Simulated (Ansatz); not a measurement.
Zr(NH2)Cl3 (ZrNCl₃H₂). Total charge 0; singlet. Geometry relaxed at PBE-D4/def2-SVP.

```tsv
atom	x (Å)	y (Å)	z (Å)
Zr1	-0.6637	0.3070	-0.0039
N2	1.1357	-0.5706	0.0653
H3	1.8905	-0.3438	0.7251
H4	1.4710	-1.2931	-0.5845
Cl5	-1.0579	1.2172	2.1283
Cl6	-2.1981	-1.3351	-0.7032
Cl7	-0.5775	2.0185	-1.6271
```

In the def2 sets Zr takes a core potential; there is no spin–orbit coupling.

Q: Estimate the harmonic wavenumbers at RKS PBE-D4/def2-SVP (Ansatz, unscaled). Is this a minimum?

A: 12, 89, 102, 131, 139, 141, 364, 390, 403, 458, 476, 660, 1434, 3440, 3534 cm⁻¹. Yes, no mode is imaginary beyond noise. Zero-point energy 70.4 kJ/mol. It took 58 s on 2 threads of Arm Neoverse V2 on a shared host.
